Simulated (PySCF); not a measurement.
**Iodine: a sound run and one with changed settings**

Sound run: I [Kr] 4d10 5s2 5p5, I⁺ [Kr] 4d10 5s2 5p4. Computed with PySCF 2.14 in cc-pVTZ-PP with ECP28MDF (5s4p3d1f, 39 functions), with scalar relativity through the core potential. The sound run starts from symmetry-adapted Hartree-Fock orbitals and uses a fine grid where one is needed.

Changed run: basis STO-3G, all-electron and non-relativistic. This setting is unsound on purpose.

```tsv
species	method	sound run (hartree)	changed run (hartree)	converged
I	UHF	-294.66150	-6850.67625	yes
I	M06-L	-295.85292	-6852.92732	yes
I	PBE	-295.66926	-6852.16245	yes
I⁺	UHF	-294.30966	-6850.40437	yes
I⁺	M06-L	-295.47224	-6852.60437	yes
I⁺	PBE	-295.28287	-6851.84251	yes
```

Ionisation energy of I:

```csv
method,sound run (eV),changed run (eV)
UHF,9.574,7.398
M06-L,10.359,8.788
PBE,10.514,8.706
```

A minimal basis cannot let orbitals breathe on ionisation and holds almost no correlation. The Hamiltonian changed with the basis, so the totals do not compare.

For comparison, NIST gives 10.451 eV between the lowest levels.
